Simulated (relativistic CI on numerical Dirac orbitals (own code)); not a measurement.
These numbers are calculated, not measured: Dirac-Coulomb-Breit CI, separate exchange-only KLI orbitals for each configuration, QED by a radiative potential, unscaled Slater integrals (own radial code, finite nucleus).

The strongest absorption lines from the ground level of an ion, among the configurations computed and to levels below about 12100 eV (vacuum wavelength in Å, gf): 1.0279 (0.87), 1.1954 (0.93), 1.1962 (1.5), 1.1965 (2.1), 1.2062 (0.45), 1.2188 (0.81), 1.3561 (4.2), 1.3585 (1.4).

Q: Which ion is it?
A. Ta65+
B. Bi75+
C. Er60+
D. Pt70+

A: A. Ta65+ has 8 electrons and the ground level 2s²2p⁴ ³P2; the strongest line goes to 2s²2p³3d ³D°3. The pattern of lines fixes the number of electrons, and along that sequence the line energies rise steadily with the charge (about as its square where n changes within one kind of shell, about linearly where n is kept but much faster in heavy ions where fine structure, which grows about as Z⁴, sets the gap, and irregularly where shells cross), which fixes Z. Configurations outside the model, such as inner-shell arrays, can give stronger lines. At this charge energies of transitions that change n are usually good to better than 1 %, and those within a shell (Δn = 0) to a few per cent.

LS names give the leading component of a level, which can be under half, so a name can repeat, a term be missing and a line seem to break the LS rules.
